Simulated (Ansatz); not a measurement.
`[CH3][GeH]([F])[SH]`. Total charge 0; spin multiplicity 1. Correlated methods include outer-core shells of Ge, which these sets cover unevenly. Scalar relativity is left out up to krypton.

```xyz
9

C    -0.086   -0.950   -0.764
Ge   -0.296    0.224    0.758
F     0.875   -0.325    1.932
S     0.125    2.338    0.279
H    -0.789   -0.675   -1.550
H     0.931   -0.870   -1.148
H    -0.268   -1.981   -0.458
H    -1.652    0.193    1.475
H     1.161    2.046   -0.524
```

(1) Give the diagnostics of a CCSD(T)/def2-TZVPP run (frozen core, Ansatz 0.2.0). (An estimate is asked.)

Results:

(1) The calculation gave: T1 = 0.0112, largest single amplitude 0.018, largest double 0.026, (T) share of the correlation energy 3.6 %, 9 CCSD cycles. The RHF solution is stable towards an unrestricted one. T1 lies under the customary mark of 0.02 for closed shells.
